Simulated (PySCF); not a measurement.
Structure with atom numbers: `[PH2:1][SiH2:2][AsH2:3]`. Hydrogens are named by the atom that carries them.

Geometry: PBE0-D3(BJ)/def2-SVP; GIAO absolute shieldings from PySCF 2.14, gas phase, non-relativistic, averaged over equivalent atoms.

At PBE0/pcSseg-1 (119 basis functions, 7.5 s wall time on 1 thread of an Arm Neoverse V2, shared host):
```json
{"atoms": "P1", "σ (ppm)": "594.4"}
{"atoms": "Si2", "σ (ppm)": "399.6"}
{"atoms": "As3", "σ (ppm)": "1945.8"}
{"atoms": "H(Si2)", "σ (ppm)": "26.52"}
{"atoms": "H(As3)", "σ (ppm)": "29.29"}
{"atoms": "H(P1)", "σ (ppm)": "29.44"}
```

Question: Estimate the result of repeating the calculation with wB97X-D/pcSseg-2.

Answer: 
```tsv
atoms	σ at wB97X-D/pcSseg-2	change
P1	582.6	-11.8
Si2	392.8	-6.8
As3	1920.2	-25.6
H(Si2)	26.73	+0.21
H(As3)	29.32	+0.03
H(P1)	29.50	+0.06
```

The largest change is at As3 (arsenic bonded to Si, 2 H). Cost: 233 basis functions, 27 s wall time on 1 thread of an Arm Neoverse V2, shared host.

Relativistic effects, spin–orbit coupling among them, are left out; they matter for As and for the light atoms bonded to it.
